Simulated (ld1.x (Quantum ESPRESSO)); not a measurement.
## Before and after: TM potential for caesium (Cs)

caesium (Cs), norm-conserving Troullier–Martins (Kleinman–Bylander form), made with ld1.x (Quantum ESPRESSO) 7.5 (PBE, scalar-relativistic). Core [Kr] 4d10 5s2, reference 5p6 5d1 6s0 6p0. Waves: 6s (bound, empty): rc 3.05 bohr; 5p (bound): rc 3.50 bohr; 5d (bound): rc 4.10 bohr. Local part: the d channel. Core correction: a·sin(br)/r model core inside 1.40 bohr.

Change: core correction a·sin(br)/r model core inside 3.28 bohr.

Cutoffs: the cutoffs (Ry, on a coarse ladder) from which the occupation-weighted sum of valence levels, in a spherical-Bessel basis at the reference potential, stays within 10 and 1 mRy of its value at 400 Ry; they do not see the model core or the augmentation charge, which bear on the density cutoff. Errors are all-electron minus pseudo energies relative to the spin-unpolarised reference configuration.

Task: Predict the effect on cutoff, ghosts and configuration errors.

Result: Both files are so soft that the ladder of cutoffs tells neither apart; both files keep a bound ghost (s); of the 6 tests that both files solve, the error grows in 2 and shrinks in 2 by more than 15 % and 0.3 meV (median size 7.1 → 8.7 meV). A wider model core is smoother and lowers the density cutoff, which this test does not measure.

| quantity | base | changed |
| --- | --- | --- |
| cutoff, loose | 8 Ry | 8 Ry |
| cutoff, tight | 10 Ry | 10 Ry |
| bound ghosts | s | s |
| error for 5p6 5d0 6s1 6p0, meV [ΔE -1.67 eV] | -2.4 | -0.4 |
| error for 5p6 5d0 6s0 6p0, meV [ΔE 2.19 eV] | +11 | +13 |
| error for 5p6 5d0 6s0.5 6p0, meV [ΔE -0.20 eV] | +3.0 | +4.0 |
| error for 5p6 5d0.5 6s0.5 6p0, meV [ΔE -0.83 eV] | -0.7 | -0.3 |
| error for 5p6 5d0 6s0 6p1, meV [ΔE -0.30 eV] | +14 | +16 |
| error for 5p5 5d0 6s1 6p0, meV [ΔE 16.19 eV] | -209 | -184 |
| s: phases at 4.48 bohr within 0.05 rad from the reference energy up to (Ry; the scan ends near 5) | 1.2 | 1.2 |
| p: phases at 4.48 bohr within 0.05 rad from the reference energy up to (Ry; the scan ends near 5) | 0.1 | 0.1 |
| d: phases at 4.48 bohr within 0.05 rad from the reference energy up to (Ry; the scan ends near 5) | 1.1 | 1.1 |

 A true bound ghost makes a file unfit for plane-wave use even where its test errors are small: the radial tests pick states by their node count and pass the ghost by.
